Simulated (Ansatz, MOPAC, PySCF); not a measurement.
Noncovalent pair: HCl (SMILES Cl) (first 2 atoms) with SiH4 (SMILES [SiH4]); geometry from B3LYP-D3(BJ)/def2-TZVP, rigid monomers moved along the line of their centres of mass till Cl1···Si3 is 3.40 Å.
(charge 0, multiplicity 1):
```xyz
7

Cl     0.626     1.138    -0.225
H      1.119    -0.034    -0.058
Si    -0.096     0.038     2.906
H     -0.233     1.507     2.986
H     -1.077    -0.510     1.943
H     -0.334    -0.559     4.240
H      1.273    -0.312     2.459
```

Counterpoise-corrected where a basis set is named; no monomer relaxation. Rows marked so take none.

Rows in 3-21G carry no dispersion term and start afresh at each structure. The state that PM6 reach isn't checked.

Programs: Ansatz (a quantum-chemistry and plane-wave program) with Gaussian orbitals; MOPAC for PM6 (differences of heats of formation); PySCF for 3-21G rows, the dispersion terms. Values without a source in brackets are computed.

Q: What is the computed interaction energy (HF/3-21G (no counterpoise))?

A: 1.0 kcal/mol

Q: Give the interaction energy at the level PBE-D4/def2-TZVPPD.

A: -0.4 kcal/mol

Q: Estimate the interaction energy that PM6 returns for this input.

A: -0.1 kcal/mol
